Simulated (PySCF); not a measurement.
## Exact mass, isotope pattern and composition

Species: `C1([O-])C[C@H](S)CC(C=1)=O`.

Calculated for natural abundance.

Q: Find the molar and monoisotopic masses of [C6H7O2S]-.

A: For [C6H7O2S]-, with standard atomic weights, 2 × 15.999 + 6 × 12.011 + 1 × 32.060 + 7 × 1.008 = 143.180 g/mol. From the most abundant isotopes (16O, 12C, 32S, 1H), 2 × 15.994915 + 6 × 12.000000 + 1 × 31.972071 + 7 × 1.007825 = 143.0167 u for neutral atoms; the ion's mass is 143.0172 u once 1 electron mass (0.000549 u) is added.

Q: Work out the cluster of the ion itself, one line a nominal mass.

A: 
```tsv
nominal mass	m/z (centroid)	relative intensity
143	143.0172	100.0
144	144.0202	7.4
145	145.0142	5.2
146	146.0173	0.3
```

Cut off at 0.1 %.

Q: Resolve the fine structure: one atom at a time replaced by a minor isotope.

A: Intensity in % of the monoisotopic species:

```csv
isotope,mass shift (u),m/z,intensity (%)
33S,+0.99939,144.0166,0.80
13C,+1.00335,144.0206,6.49
17O,+1.00422,144.0214,0.08
2H,+1.00628,144.0235,0.08
34S,+1.99580,145.0130,4.52
18O,+2.00425,145.0215,0.41
36S,+3.99501,147.0122,0.02
```

Species under 0.02 % are left out.

Q: What share of all these ions is the monoisotopic species?

A: 0.99757^2 × 0.9893^6 × 0.9493 × 0.999885^7 = 88.49 %.

Q: What is the composition by mass?

A: O 22.35 %, C 50.33 %, S 22.39 %, H 4.93 %.

Q: What resolving power m/Δm just matches the spacing of the species with one 33S and with one 13C?

A: They lie 0.00397 u apart at mass 144.02, so m/Δm is about 36000.
